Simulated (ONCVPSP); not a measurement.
**Ni: one change to an ONCV potential, before and after**

nickel, optimised norm-conserving Vanderbilt (ONCV), made with ONCVPSP 4.0.1 (LDA (Perdew-Zunger), fully relativistic). Core [Ne], reference 3s2 3p6 3d8 (charge +2). Waves: 3s: rc 1.05 bohr, ncon 3, nbas 7, qcut 9.7 1/bohr, 3 projectors, debl 1.5 Ha; 3p: rc 1.15 bohr, ncon 4, nbas 7, qcut 10.8 1/bohr, 2 projectors, debl 0.5 Ha; 3d: rc 0.90 bohr, ncon 3, nbas 7, qcut 18 1/bohr, 2 projectors, debl 3.9 Ha. Local part: polynomial inside 0.70 bohr (lpopt 5, dvloc0 3 Ha). Core correction: none.

Open shells are filled in proportion to 2j + 1.

In the s channel the program set the typed energies aside and used -4.786, 0.250, 1.750 Ha. In the p channel the program set the typed energies aside and used -3.319, 0.250 Ha (j = l + 1/2; the other j can differ).

All-electron outer shells of the reference configuration (LDA (Perdew-Zunger), scalar-relativistic, ld1.x):

| shell | level (eV) | outermost node (bohr) | outermost maximum (bohr) |
| --- | --- | --- | --- |
| 3s | -130.27 | 0.30 | 0.64 |
| 3p | -91.05 | 0.27 | 0.65 |
| 3d | -28.71 | – | 0.63 |

Change: scalar-relativistic. In the s channel the program set the typed energies aside and used -4.787, 0.250, 1.750 Ha. In the p channel the program set the typed energies aside and used -3.346, 0.250 Ha.

Cutoffs: the cutoffs (Ha) at which the residual kinetic energy of the hardest occupied pseudo-wave falls to 1 and 0.1 mHa per electron; they do not see the model core or the augmentation charge, which bear on the density cutoff. Errors are all-electron minus pseudo energies relative to the spin-unpolarised reference configuration.

Task: Predict the effect on cutoff, ghosts and configuration errors.

Result: The potential gets neither clearly harder nor softer (116 Ha and 132 Ha → 116 Ha and 132 Ha); of the 4 tests that both files solve, the error grows in 2 and shrinks in 2 by more than 15 % and 0.3 meV (median size 1.6 → 2.5 meV); neither file shows a bound ghost.

```csv
quantity,base,changed
"cutoff, loose",116 Ha,116 Ha
"cutoff, tight",132 Ha,132 Ha
loose cutoff by channel,"s 38 Ha, p 42 Ha, d 116 Ha","s 38 Ha, p 42 Ha, d 116 Ha"
bound ghosts,none,none
GHOST(+) flags under 300 eV,none,none
"error for 3s2 3p6 3d8 4s2, meV [ΔE -27.26 eV]",+2.3,+5.0
"error for 3s2 3p6 3d8 4s1, meV [ΔE -17.66 eV]",+0.7,+2.3
"error for 3s2 3p6 3d7, meV [ΔE 37.80 eV]",+5.3,+2.7
"error for 3s2 3p6 3d9 4s1, meV [ΔE -28.89 eV]",-1.0,+0.7
s: phases at 1.06 bohr within 0.05 rad from the reference energy up to (Ha; the scan ends near 5),to the end of the scan,to the end of the scan
```
